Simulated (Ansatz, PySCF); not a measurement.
Reaction (SMILES): CB(C)O [dimethylborinic acid] -> [CH2]B(C)O + H atom (the C-H bond at the site shown breaks; other sites are not compared here)
Geometries: B3LYP-D3(BJ)/def2-TZVP minima from Ansatz (a program for electronic structure), one conformer each, not searched for the lowest. Frequencies are from Ansatz or PySCF.

Wanted: bond dissociation energy (0 K, with B3LYP-D3(BJ) harmonic zero-point energies), in kcal/mol. Cores are frozen in the correlated levels unless marked. Open shells are spin-unrestricted. Spin-orbit coupling is left out. No relativistic terms. CBS marks a two-point X^-3 extrapolation of the correlation energy; Hartree-Fock from the larger set. [CCSD(T)-MP2]/basis is that difference in the basis named.

```json
[
 {"level": "BLYP-D3(BJ)/def2-TZVPD", "program": "Ansatz + dftd3", "bond dissociation energy (kcal/mol)": "92.8"},
 {"level": "B3LYP/def2-TZVPD", "program": "Ansatz", "bond dissociation energy (kcal/mol)": "93.7"},
 {"level": "PBE0-D3(BJ)/def2-TZVP", "program": "Ansatz + dftd3", "bond dissociation energy (kcal/mol)": "93.1"},
 {"level": "B2GP-PLYP/def2-TZVPD", "program": "Ansatz", "bond dissociation energy (kcal/mol)": "93.8"},
 {"level": "CCSD/6-31G*", "program": "Ansatz", "bond dissociation energy (kcal/mol)": "87.8"},
 {"level": "CCSD(T)/aug-cc-pVDZ", "program": "Ansatz", "bond dissociation energy (kcal/mol)": "92.1"},
 {"level": "RI-MP2/CBS(cc-pVTZ,cc-pVQZ)+[CCSD(T)-MP2]/cc-pVTZ", "program": "Ansatz", "bond dissociation energy (kcal/mol)": "97.0"}
]
```
